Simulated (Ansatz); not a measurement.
A structure relaxed at PBE-D4/def2-SVP in Ansatz, charge 0, singlet:

Cartesian coordinates in Å:
```
N 0.121 -6.023 -1.216
C -0.361 -4.962 -1.027
N -0.981 -3.809 -0.886
C -0.779 -2.735 -0.293
N -0.774 -1.695 0.324
C 1.238 0.975 4.059
C 0.158 0.081 3.976
C -0.302 -0.354 2.725
C 0.313 0.096 1.542
C -0.248 -0.333 0.175
C -1.432 0.570 -0.239
C -1.612 1.849 0.316
C -2.661 2.674 -0.120
C -3.547 2.229 -1.112
C -3.375 0.951 -1.668
C -2.326 0.130 -1.236
C 0.864 -0.334 -0.895
C 0.876 0.572 -1.969
C 1.920 0.545 -2.910
C 2.958 -0.387 -2.789
C 2.957 -1.291 -1.712
C 1.922 -1.259 -0.770
C 1.396 0.989 1.631
C 1.854 1.428 2.883
H 1.601 1.314 5.041
H -0.330 -0.284 4.893
H -1.148 -1.054 2.657
H -0.928 2.207 1.098
H -2.788 3.671 0.328
H -4.372 2.874 -1.449
H -4.065 0.589 -2.446
H -2.201 -0.865 -1.688
H 0.065 1.306 -2.076
H 1.913 1.260 -3.747
H 3.771 -0.412 -3.531
H 3.770 -2.024 -1.604
H 1.941 -1.956 0.081
H 1.888 1.344 0.713
H 2.704 2.124 2.938
```

(1) Give its formula.

(2) Summarise the bond lengths by kind (pairs closer than 1.2 times the sum of covalent radii, bridged metal pairs left out).

Answers

(1) C21H15N3.

(2) 21 × C–C 1.40 to 1.54 Å; 5 × C–N 1.18 to 1.47 Å; 15 × C–H 1.10 Å.

Single mean-field runs in def2-SVP are fitted with def2-universal-jkfit.
